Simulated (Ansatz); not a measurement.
Geometry optimisation, RKS PBE/def2-SVP (Ansatz 0.2.0).

Input:

```yaml
crystal:
  periodic: [false, false, false]
  atoms:
    - { symbol: C, position_ang: [-0.985, -0.2833, 2.0571] }
    - { symbol: C, position_ang: [0.0765, -0.6162, 1.0829] }
    - { symbol: O, position_ang: [-0.1356, 0.1257, -0.133] }
    - { symbol: Si, position_ang: [-1.60047, -0.21971, -0.97748] }
    - { symbol: P, position_ang: [-1.5435, 1.11975, -2.75817] }
    - { symbol: H, position_ang: [-2.0122, -0.4479, 1.6072] }
    - { symbol: H, position_ang: [-0.9901, 0.8386, 2.2581] }
    - { symbol: H, position_ang: [-0.8953, -0.7659, 2.9818] }
    - { symbol: H, position_ang: [1.0522, -0.3531, 1.5817] }
    - { symbol: H, position_ang: [0.0392, -1.6899, 0.9069] }
    - { symbol: H, position_ang: [-2.68939, 0.22511, -0.06599] }
    - { symbol: H, position_ang: [-1.67044, -1.61124, -1.33224] }
    - { symbol: H, position_ang: [-0.20085, 0.79665, -3.20077] }
    - { symbol: H, position_ang: [-1.08206, 2.31317, -2.10601] }
basis:
  gaussian: { orbitals: def2-SVP }
hamiltonian:
  xc: pbe
relax:
  f_tol: 0.015
  max_steps: 40
```

Run as:

```bash
$ ansatz run input.yaml --threads 2 --pin off --max-ram 3072MiB --backend cpu --events-out ev --progress --plain --runs-dir out
```

Task: Where does it end, and by what steps?

Result: The forces met the threshold. After 11 steps the energy has fallen by 0.551 eV; H11 moved furthest, 0.58 Å.

```tsv
step	energy less start (eV)	largest force component (eV/Å)	accepted
0	0.0000	2.568	yes
1	-0.4212	0.885	yes
2	-0.5016	0.630	yes
3	-0.5037	0.699	yes
4	-0.5401	0.220	yes
5	-0.5457	0.168	yes
6	-0.5489	0.067	yes
7	-0.5494	0.062	yes
8	-0.5495	0.070	yes
9	-0.5508	0.021	yes
10	-0.5505	0.043	no
11	-0.5509	0.006	yes
```

```xyz
14
Properties=species:S:1:pos:R:3
C -0.910 -0.266 2.314
C -0.057 -0.585 1.092
O -0.395 0.218 -0.037
Si -1.632 -0.132 -1.124
P -1.386 1.095 -3.012
H -1.980 -0.502 2.137
H -0.835 0.809 2.571
H -0.572 -0.857 3.190
H 1.014 -0.387 1.315
H -0.134 -1.671 0.840
H -2.997 0.183 -0.561
H -1.597 -1.600 -1.479
H 0.027 0.818 -3.084
H -1.184 2.308 -2.260
```

Whether the end is a true minimum wasn't checked by a vibrational analysis.

Run time: 42 s on 2 threads of Arm Neoverse V1, with other jobs on the host, peak memory 0.17 GiB.
